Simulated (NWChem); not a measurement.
System: C2H7AlO2; SMILES [CH3][Al]([O]C)[OH]

NWChem input:

```
start job
memory heap 200 mb stack 900 mb global 1100 mb
geometry units angstroms noautoz
  Al    -0.213690     0.472996     0.011553
  C     -1.715673     1.692713    -0.013376
  H     -2.678809     1.160946    -0.008350
  H     -1.683186     2.333474    -0.909612
  H     -1.688893     2.365453     0.859074
  O      1.364383     1.115297     0.062919
  H      2.191291     0.633201     0.076462
  O     -0.488941    -1.202302    -0.018776
  C      0.166945    -2.419996    -0.015981
  H     -0.133325    -3.029683     0.855993
  H     -0.080494    -3.005425    -0.920547
  H      1.270302    -2.323094     0.018157
end
basis spherical
  * library def2-tzvpp
end
dft
  xc pbe0
  iterations 150
  semidirect filesize 400000000
  mulliken
end
task dft energy
```

Parts of the log:

```
             Northwest Computational Chemistry Package (NWChem) 7.3.0
             --------------------------------------------------------

 C1  symmetry detected

                             Geometry "geometry" -> ""
                             -------------------------

 Output coordinates in angstroms (scale by  1.889725989 to convert to a.u.)

  No.       Tag          Charge          X              Y              Z
 ---- ---------------- ---------- -------------- -------------- --------------
    1 Al                  13.0000     0.04418905     0.48972196     0.00026550
    2 C                    6.0000    -1.19907072     1.97248597     0.00030358
    3 H                    1.0000    -2.24505954     1.63355548     0.03859018
    4 H                    1.0000    -1.07181841     2.58845490    -0.90482522
    5 H                    1.0000    -1.01955922     2.63457823     0.86278532
    6 O                    8.0000     1.71629911     0.82070740     0.00011566
    7 H                    1.0000     2.43671277     0.19033153    -0.00257498
    8 O                    8.0000    -0.54479061    -1.10288869    -0.00053212
    9 C                    6.0000    -0.13214354    -2.42300025     0.00036345
   10 H                    1.0000    -0.51700732    -2.95774620     0.88813910
   11 H                    1.0000    -0.51257609    -2.95767818    -0.88934628
   12 H                    1.0000     0.97006776    -2.53734522     0.00310991

 Effective nuclear repulsion energy (a.u.)     222.2534186256

                                 NWChem DFT Module
                                 -----------------

 Summary of "ao basis" -> "ao basis" (spherical)
 ------------------------------------------------------------------------------
       Tag                 Description            Shells   Functions and Types
 ---------------- ------------------------------  ------  ---------------------
 Al                        def2-tzvpp               14       42   5s5p3d1f
 C                         def2-tzvpp               11       31   5s3p2d1f
 H                         def2-tzvpp                6       14   3s2p1d
 O                         def2-tzvpp               11       31   5s3p2d1f

            General Information
            -------------------
          SCF calculation type: DFT
          Wavefunction type:  closed shell.
          No. of atoms     :    12
          No. of electrons :    48
           Alpha electrons :    24
            Beta electrons :    24
          Charge           :     0
          Spin multiplicity:     1
          Use of symmetry is: off; symmetry adaption is: off
          Maximum number of iterations: 150
          AO basis - number of functions:   264
                     number of shells:   100
          Convergence on energy requested:  1.00D-06
          Convergence on density requested:  1.00D-05
          Convergence on gradient requested:  5.00D-04

              XC Information
              --------------
                         PBE0 Method XC Functional
                     Hartree-Fock (Exact) Exchange  0.250
          PerdewBurkeErnzerhof Exchange Functional  0.750
            Perdew 1991 LDA Correlation Functional  1.000 local
           PerdewBurkeErnz. Correlation Functional  1.000 non-local

             Grid Information
             ----------------
          Grid used for XC integration:  medium
          Radial quadrature: Mura-Knowles
          Angular quadrature: Lebedev.
          Tag              B.-S. Rad. Rad. Pts. Rad. Cut. Ang. Pts.
          ---              ---------- --------- --------- ---------
          Al                  1.25       88          11.0       590
          C                   0.70       49          13.0       434
          H                   0.35       45          14.0       434
          O                   0.60       49          12.0       434
          Grid pruning is: on
          Number of quadrature shells:   599
          Spatial weights used:  Erf1

      Superposition of Atomic Density Guess
      -------------------------------------

 Sum of atomic energies:        -470.28475918

      Non-variational initial energy
      ------------------------------

 Total energy =    -472.281818
 1-e energy   =   -1088.298295
 2-e energy   =     393.763059
 HOMO         =      -0.392462
 LUMO         =      -0.031665

------------------------------------------------------------
EAF file 0: "./job.aoints.0" size=1691877376 bytes
------------------------------------------------------------
               write      read    awrite     aread      wait
               -----      ----    ------     -----      ----
     calls:     3227         0         0         0         0
   data(b): 1.69e+09  0.00e+00  0.00e+00  0.00e+00
   time(s): 0.00e+00  0.00e+00  0.00e+00  0.00e+00  0.00e+00
rate(mb/s): 0.00e+00  0.00e+00
------------------------------------------------------------

     ---------------------------------------------
      Total Density - Mulliken Population Analysis
     ---------------------------------------------

    Atom       Charge   Shell Charges
 -----------   ------   -------------------------------------------------------
    1 Al  13    11.84   2.00  0.65  1.33  0.66  0.19  2.91  2.28  0.83  0.54  0.11  0.01  0.17  0.08  0.08
    2 C    6     6.76   0.86  1.12  0.55  0.65  0.12  1.29  1.59  0.54  0.01  0.02  0.00
    3 H    1     0.82   0.23  0.41  0.13  0.01  0.03  0.00
    4 H    1     0.82   0.23  0.41  0.14  0.01  0.03  0.00
    5 H    1     0.82   0.23  0.41  0.14  0.01  0.03  0.00
    6 O    8     8.83   0.79  1.18  0.60  0.93  0.23  2.06  2.19  0.84  0.00  0.00  0.00
    7 H    1     0.65   0.20  0.31  0.06  0.02  0.05  0.01
    8 O    8     8.70   0.79  1.18  0.58  0.96  0.22  2.04  2.22  0.68  0.00  0.02  0.00
    9 C    6     6.13   0.86  1.12  0.53  0.64  0.11  1.13  1.29  0.33  0.02  0.09  0.01
   10 H    1     0.88   0.25  0.44  0.15  0.01  0.02  0.00
   11 H    1     0.87   0.25  0.44  0.15  0.01  0.02  0.00
   12 H    1     0.87   0.25  0.44  0.16  0.01  0.02  0.00

   convergence    iter        energy       DeltaE   RMS-Dens  Diis-err
 ---------------- ----- ----------------- --------- --------- ---------
 d= 0,ls=0.0,diis     1   -473.0246177890 -6.95D+02  4.21D-03  1.35D+00
 d= 0,ls=0.0,diis     2   -472.9289136446  9.57D-02  2.54D-03  2.40D+00
 d= 0,ls=0.0,diis     3   -473.1404311123 -2.12D-01  3.21D-04  5.08D-02
 d= 0,ls=0.0,diis     4   -473.1443013311 -3.87D-03  1.15D-04  3.36D-03
 d= 0,ls=0.0,diis     5   -473.1446727066 -3.71D-04  2.67D-05  2.22D-04
  Resetting Diis
 d= 0,ls=0.0,diis     6   -473.1446999918 -2.73D-05  5.27D-06  4.66D-06
 d= 0,ls=0.0,diis     7   -473.1447004042 -4.12D-07  3.19D-06  9.15D-07

         Total DFT energy =     -473.144700404156
      One electron energy =    -1094.599072720399
           Coulomb energy =      448.271898440878
    Exchange-Corr. energy =      -49.070944750248
 Nuclear repulsion energy =      222.253418625614

 Numeric. integr. density =       48.000019850438

                       DFT Final Molecular Orbital Analysis
                       ------------------------------------

 Vector   22  Occ=2.000000D+00  E=-3.178800D-01
              MO Center= -8.7D-01,  1.6D+00,  8.0D-04, r^2= 2.0D+00
   Bfn.  Coefficient  Atom+Function         Bfn.  Coefficient  Atom+Function
  ----- ------------  ---------------      ----- ------------  ---------------
    49     -0.251907   2 C  py                4      0.237660   1 Al s
    48      0.203023   2 C  px               52     -0.201860   2 C  py
    16      0.191890   1 Al py               51      0.169058   2 C  px
    15     -0.163433   1 Al px                3     -0.136820   1 Al s
    55     -0.118943   2 C  py               54      0.092087   2 C  px

 Vector   23  Occ=2.000000D+00  E=-2.951083D-01
              MO Center= -1.3D-01, -1.3D+00, -1.2D-03, r^2= 2.4D+00
   Bfn.  Coefficient  Atom+Function         Bfn.  Coefficient  Atom+Function
  ----- ------------  ---------------      ----- ------------  ---------------
   166      0.375757   8 O  px              169      0.320346   8 O  px
   172      0.212548   8 O  px              253     -0.180351  12 H  s
   252     -0.162215  12 H  s               197     -0.147680   9 C  px
   200     -0.123898   9 C  px              122      0.118977   6 O  py
   251     -0.105646  12 H  s               125      0.096206   6 O  py

 Vector   24  Occ=2.000000D+00  E=-2.923382D-01
              MO Center= -3.7D-01, -1.5D+00,  6.9D-04, r^2= 2.1D+00
   Bfn.  Coefficient  Atom+Function         Bfn.  Coefficient  Atom+Function
  ----- ------------  ---------------      ----- ------------  ---------------
   168      0.383233   8 O  pz              171      0.329863   8 O  pz
   174      0.242378   8 O  pz              199     -0.154889   9 C  pz
   224     -0.149355  10 H  s               238      0.148665  11 H  s
   202     -0.117356   9 C  pz              225     -0.115024  10 H  s
   239      0.114217  11 H  s               123     -0.099717   6 O  pz

 Vector   25  Occ=0.000000D+00  E=-9.121622D-04
              MO Center=  3.6D-01,  3.7D-01,  2.0D-03, r^2= 6.5D+00
   Bfn.  Coefficient  Atom+Function         Bfn.  Coefficient  Atom+Function
  ----- ------------  ---------------      ----- ------------  ---------------
    47     -1.559625   2 C  s                 5      1.548014   1 Al s
   196     -0.930217   9 C  s               120     -0.608744   6 O  s
    90      0.485110   4 H  s               104      0.465317   5 H  s
   253      0.457564  12 H  s               149      0.392672   7 H  s
   165     -0.387547   8 O  s               225      0.301266  10 H  s

[...]
```

Level: PBE0/def2-TZVPP. Structure relaxed at the PBE0/def2-SVP level. Not confirmed as a minimum by frequencies.
